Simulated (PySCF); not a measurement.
# Working out the ionisation energy of N(2+)

N(2+) [He] 2s2 2p1 (2P) → N(3+) [He] 2s2 (1S). Calculation: PySCF 2.14, in x2c-SVPall (3s2p1d, 14 functions); the spin-free X2C one-electron Hamiltonian (Gaussian nucleus). Frozen: 1s2. Energies in hartree (1 hartree = 27.21139 eV):

```tsv
part	N(2+) (lower)	N(3+) (upper)
UHF	-52.771246	-51.025302
CCSD correlation	-0.075673	-0.086314
(T)	-0.000627	0.000000
```

**Question.** What does Hartree-Fock give?

**Answer.** (-51.025302) − (-52.771246) = 1.745944 hartree = 47.510 eV.

**Question.** What do CCSD and CCSD(T) give?

**Answer.** The CCSD correlation energies differ by -0.010641 hartree = -0.290 eV and the triples by 0.000627 hartree = 0.017 eV, so CCSD gives 47.220 eV and CCSD(T) 47.237 eV.

Reference: 47.445 eV (semi-empirical (NIST evaluation); NIST Atomic Spectra Database, ionization energies), between the lowest levels; spin-orbit coupling is absent from the calculation.

A double-zeta basis recovers only part of the correlation energy.

The coupled-cluster amplitudes are large, so a single reference is strained.

What remains against the reference includes basis incompleteness, the frozen core and higher excitations.
